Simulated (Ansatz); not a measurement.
Consider the atomization: `C[Si](O)(O)[SiH3]` → C• + 8 H• + 2 O• + 2 Si•.

Program: Ansatz. Geometries: PBE0-D4/def2-TZVP. ΔE: electronic, gas phase. CBS: MP2 limit from def2 TZ/QZ plus the TZ coupled-cluster correction, frozen cores. This one scheme is used for every species, atoms too. For atomizations the MP2-based limit and the directly extrapolated one differ by several kJ/mol either way, and by 10 to 25 for some Ge, Se and Sn compounds, so smaller differences from it don't rank the levels. No spin–orbit coupling; open shells (•) take unrestricted orbitals. Spin–orbit coupling would lower the free atoms: a little for C, O, Si. Each species was taken in one conformer, which may not be the lowest.

| level | ΔE (kJ/mol) |
| --- | --- |
| CCSD/def2-TZVPP | 4523.5 |
| SCS-MP2/def2-QZVPP | 4714.4 |

(1) What does CCSD(T)/CBS give? (An estimate is asked.)

Largest T1 diagnostic among the species: 0.012.

Results:

(1) The calculation gave: +4709.2 kJ/mol. The listed levels differ from it by -185.7, 5.2 kJ/mol.

Leaving LDA and LC-ωPBE aside and taking each functional with its dispersion term where it has one, the values, not all of them listed here, spread over 143.3 kJ/mol, from BHLYP-D4 to PBE-D4. LDA lies +606.7 kJ/mol from PBE without D4, its usual overbinding. At CCSD(T), def2-SVP lies −350.2 kJ/mol from the extrapolated value and def2-TZVPP −129.1 kJ/mol: correlation converges slowly with the basis, and small sets miss more of it in the bonded molecule than in its fragments. In def2-TZVPP, CCSD(T) changes the Hartree–Fock value by +1123.1 kJ/mol (the triples alone add +56.5 kJ/mol) and MP2 by +1174.3 kJ/mol; breaking electron pairs costs correlation energy, which Hartree–Fock lacks.
